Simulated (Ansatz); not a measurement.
Start from `BCC1CO1` and change one atom or group to get `NCC1CO1`.

Ansatz, PBE0-D4/def2-TZVP geometries, multiplicity 1. Each molecule was computed in one conformer, which needn't be the lowest.

```json
{"property": "HOMO–LUMO gap (B3LYP/def2-TZVPP) / eV", "`BCC1CO1`": "5.92"}
{"property": "HOMO energy (PBE0/def2-TZVPP) / eV", "`BCC1CO1`": "-7.81"}
{"property": "size of the dipole moment (B3LYP/def2-TZVPP) / D", "`BCC1CO1`": "2.21"}
{"property": "HOMO energy (PBE/def2-TZVPP) / eV", "`BCC1CO1`": "-6.16"}
{"property": "LUMO energy (B3LYP/def2-TZVPP) / eV", "`BCC1CO1`": "-1.64"}
{"property": "LUMO energy (PBE/def2-TZVPP) / eV", "`BCC1CO1`": "-2.44"}
```

Question: Give the same properties after the change, and the shifts. (Estimate.)

Answer: Ansatz gave: 
```
                                        property  `NCC1CO1`  shift
           HOMO–LUMO gap (B3LYP/def2-TZVPP) / eV       7.36   1.44
              HOMO energy (PBE0/def2-TZVPP) / eV      -7.04   0.77
size of the dipole moment (B3LYP/def2-TZVPP) / D       2.10  -0.11
               HOMO energy (PBE/def2-TZVPP) / eV      -5.53   0.63
             LUMO energy (B3LYP/def2-TZVPP) / eV       0.54   2.18
               LUMO energy (PBE/def2-TZVPP) / eV       0.08   2.52
```

With PBE0 the HOMO rises by 0.77 eV and the LUMO rises by 2.30 eV, so the gap widens by about 1.53 eV. PBE moves the HOMO by 0.63 eV and ωB97M-V by 0.78 eV. Dipoles are sizes alone; their direction can turn.

B3LYP here is the variant with VWN-RPA as its local correlation; programs differ in this.
